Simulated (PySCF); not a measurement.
**Correlation energy of Si- (silicon, charge -1)**

[Ne] 3s2 3p3, high-spin 4S determinant. Computed with PySCF 2.14 in x2c-QZVPPall with one added diffuse shell each of s, p, d, f type (10s7p5d3f1g, 86 functions), with scalar relativity by spin-free X2C-1e. Frozen: [Ne]; 5 electrons correlated.

```csv
level,correlation energy (mhartree)
CCSD,-94.60
(T),-5.26
CCSD(T),-99.86
```

Diagnostics: T1 = 0.0080, D1 = 0.0168, largest double amplitude 0.046.

Cost of the coupled-cluster step: about 21 core-seconds, for 5 correlated electrons.

Iterations:

```
CC2 = 0
CCSD nocc = (np.int64(4), np.int64(1)), nmo = (81, 81)
frozen orbitals [[0, 1, 2, 3, 4], [0, 1, 2, 3, 4]]
max_cycle = 100
direct = 0
conv_tol = 1e-08
conv_tol_normt = 1e-06
diis_space = 8
diis_start_cycle = 0
Init t2, MP2 energy = -0.0806224482866229
Init E_corr(UCCSD) = -0.0806224483341609
cycle = 1  E_corr(UCCSD) = -0.0909781979521744  dE = -0.0103557496  norm(t1,t2) = 0.0483413
cycle = 2  E_corr(UCCSD) = -0.0934737386014301  dE = -0.00249554065  norm(t1,t2) = 0.0150993
cycle = 3  E_corr(UCCSD) = -0.0946067018074842  dE = -0.00113296321  norm(t1,t2) = 0.00596039
cycle = 4  E_corr(UCCSD) = -0.094610562733274  dE = -3.86092579e-06  norm(t1,t2) = 0.00141298
cycle = 5  E_corr(UCCSD) = -0.0946008620347699  dE = 9.7006985e-06  norm(t1,t2) = 0.000432787
cycle = 6  E_corr(UCCSD) = -0.094603557053425  dE = -2.69501866e-06  norm(t1,t2) = 0.000168812
cycle = 7  E_corr(UCCSD) = -0.0946035530294798  dE = 4.02394522e-09  norm(t1,t2) = 3.78587e-05
cycle = 8  E_corr(UCCSD) = -0.0946036579257726  dE = -1.04896293e-07  norm(t1,t2) = 7.62302e-06
cycle = 9  E_corr(UCCSD) = -0.0946036341267416  dE = 2.37990311e-08  norm(t1,t2) = 2.09511e-06
cycle = 10  E_corr(UCCSD) = -0.0946036280128402  dE = 6.1139014e-09  norm(t1,t2) = 5.9517e-07
UCCSD converged
E(UCCSD) = -289.5888082563911  E_corr = -0.09460362801284015
UCCSD(T) correction = -0.005262871260286
```
